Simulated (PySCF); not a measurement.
Species: MnO3Cl (singlet state).
SMILES with atom numbers: `[O:1]=[Mn:2](=[O:3])(=[O:4])[Cl:5]`

Cartesian coordinates in Å at the PBE0-D3(BJ)/def2-SVP level; atoms count from 1:
```
atom  x, y, z in Å
O1    -0.5327    1.3427   -0.6568
Mn2   -0.1374    0.0224    0.0163
O3    -0.8791   -1.1634   -0.6113
O4    -0.3618    0.0823    1.5323
Cl5    1.9283   -0.2783   -0.3148
```

Computed with EOM-IP-CCSD/aug-cc-pVDZ in PySCF, restricted Hartree–Fock reference, 13 core orbitals frozen, non-relativistic, gas phase, PBE0-D3(BJ)/def2-SVP geometry.

Hartree–Fock orbital energies give these Koopmans values (eV): HOMO/HOMO-1 12.99, HOMO-2 14.61, HOMO-3 15.31, HOMO-4 15.58, HOMO-5/HOMO-6 15.85.

Q: What vertical ionisation energies does EOM-IP-CCSD give?

A: 
```tsv
leading hole (HF orbital)	Koopmans (eV)	EOM-IP-CCSD (eV)	change (eV)	one-hole share
HOMO/HOMO-1	12.99	11.95	-1.04	0.95
HOMO-3	15.31	12.42	-2.89	0.93
HOMO-5/HOMO-6	15.85	13.58	-2.27	0.93
HOMO-2	14.61	13.66	-0.95	0.92
HOMO-4	15.58	14.09	-1.49	0.93
```

Q: Does the order of the lines follow the orbital energies?

A: No: the HOMO-3 hole (12.42 eV) falls below the HOMO-2 hole (13.66 eV); the HOMO-5/HOMO-6 hole (13.58 eV) falls below the HOMO-2 hole (13.66 eV); the HOMO-5/HOMO-6 hole (13.58 eV) falls below the HOMO-4 hole (14.09 eV). The corrections run from -2.89 to -0.95 eV, with a mean of -1.73 eV over the 5 lines; no line lies above its Koopmans value.

Q: At what kinetic energies would He II light (40.81 eV) eject these electrons?

A: 28.86 eV (HOMO/HOMO-1), 28.39 eV (HOMO-3), 27.23 eV (HOMO-5/HOMO-6), 27.15 eV (HOMO-2), 26.72 eV (HOMO-4).

Lines less than 0.15 eV apart could change places at a higher level. One root was sought for each valence orbital with −ε under 21 eV, eight at most, so deeper holes and satellites are missing; no vibrational structure.

The run took 13 min of wall time on one thread of an x86-64 server, on a shared host.
